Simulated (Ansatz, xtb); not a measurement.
# Relaxing a trial structure of C2H7AlFN

The starting geometry of this gas-phase singlet was built from a drawn formula by distance geometry and a force field; its bonds are those of `[CH3][AlH][C@@H](N)F`.

```xyz
12

C    -0.7179   -1.2550    0.3995
C    -2.5029    1.6025    1.1407
Al   -2.5134   -0.2946    0.5624
F    -1.8671    2.3913    0.2214
N    -1.9436    1.7725    2.4773
H    -0.9001   -2.3146    0.1260
H    -0.1223   -0.6924   -0.3246
H    -0.2511   -1.2463    1.3923
H    -3.8378   -1.0664    0.2693
H    -3.5420    2.0032    1.1583
H    -0.9264    1.5710    2.3761
H    -2.0280    2.7719    2.7514
```

Q: Where would you expect an optimisation with r2SCAN-D4/def2-SVP to take it?

A: A new bond forms, giving a structure given below by its coordinates. Contacts that close: Al3–N5 (2.87 → 2.07 Å).

The energy falls by 0.46 eV over 25 steps:

```csv
step,E − E(last) (eV)
1,0.462
4,0.204
6,0.201
9,0.199
12,0.195
14,0.186
17,0.098
20,0.005
22,0.000
25,0.000
```

Final geometry (Å):

```yaml
atoms:
  - { symbol: C, position_ang: [-0.7451, -1.1420, 0.5168] }
  - { symbol: C, position_ang: [-2.5345, 1.7452, 0.7004] }
  - { symbol: Al, position_ang: [-2.4278, -0.2146, 0.9022] }
  - { symbol: F, position_ang: [-1.6965, 2.6101, 0.0235] }
  - { symbol: N, position_ang: [-1.9777, 1.4414, 2.0619] }
  - { symbol: H, position_ang: [-0.8329, -1.7675, -0.3889] }
  - { symbol: H, position_ang: [0.0944, -0.4485, 0.3366] }
  - { symbol: H, position_ang: [-0.4462, -1.8217, 1.3337] }
  - { symbol: H, position_ang: [-3.7818, -0.9329, 1.3286] }
  - { symbol: H, position_ang: [-3.5090, 2.2423, 0.8458] }
  - { symbol: H, position_ang: [-0.9594, 1.5417, 2.0424] }
  - { symbol: H, position_ang: [-2.3361, 1.9895, 2.8471] }
```

From the same start GFN2-xTB reaches the same bonding as this run.

No frequencies were run, so the end isn't proven a minimum. Run with Ansatz 0.2.0, 2.2 min on 2 threads of AMD EPYC (Zen 3) (shared host).
